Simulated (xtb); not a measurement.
Cl3OW (SMILES [O]=[W+]([Cl])([Cl])[Cl]), charge +1, singlet, from a rough starting geometry (GFN-xTB shapes and energies of metal compounds can be far from the true ones) (the multiplicity is a formal guess).

xtb was given this input:
```
$ xtb mol.xyz --gfn 2 --chrg 1 --opt vtight --json

# file mol.xyz
5

W      0.13761871    -0.08847317    -0.05373366
O      1.53212596    -0.64738070    -0.72908719
Cl     0.49870092     0.92664045     1.80735330
Cl    -0.76190095     1.43141225    -1.42987625
Cl    -1.29298669    -1.59466403     0.25661342
```

What is the computed total energy at the end of the optimisation (GFN2-xTB (xtb))?

-19.861709 Ha

Estimate the HOMO-LUMO gap that GFN2-xTB returns for this input.

3.76 eV
